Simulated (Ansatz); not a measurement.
Consider the ligand exchange at the Si–N bond: `N#CN[SiH2]O` + `[AsH3]` → `O[SiH2][AsH2]` + `N#CN`.

Calculated with Ansatz (gas phase, PBE0-D4/def2-TZVP geometries, no zero-point term in ΔE). CCSD(T)/CBS is the MP2 limit (def2-TZVPP, def2-QZVPP) plus CCSD(T) − MP2 in def2-TZVPP, frozen cores. This one scheme is used for every species. Functionals use def2-TZVPP. B3LYP here is the variant with VWN-RPA as its local correlation; programs differ in this. For As outer-core shells are correlated without core-valence functions, which leaves a few kJ/mol of doubt a bond. Scalar relativity is left out up to krypton. One conformer a species, not always the lowest.

| level | ΔE (kJ/mol) |
| --- | --- |
| B3LYP-D4 | 46.8 |
| CAM-B3LYP-D4 | 52.3 |
| MP2/def2-TZVPP | 49.6 |
| MP2/CBS(def2) | 46.5 |

**Question.** What does CCSD(T)/CBS give? (An estimate is asked.)

**Answer.** Ansatz gave: +46.3 kJ/mol. The listed levels differ from it by 0.5, 6.0, 3.3, 0.2 kJ/mol.

Largest T1 diagnostic among the species: 0.014.

In def2-TZVPP, CCSD(T) changes the Hartree–Fock value by −8.5 kJ/mol (the triples alone add −1.0 kJ/mol) and MP2 by −8.2 kJ/mol. At CCSD(T), def2-SVP lies +6.8 kJ/mol from the extrapolated value and def2-TZVPP +3.0 kJ/mol. Leaving LDA and LC-ωPBE aside and taking each functional with its dispersion term where it has one, the values, not all of them listed here, spread over 18.1 kJ/mol, from PBE-D4 to CAM-B3LYP-D4. LDA lies +5.8 kJ/mol from PBE without D4.
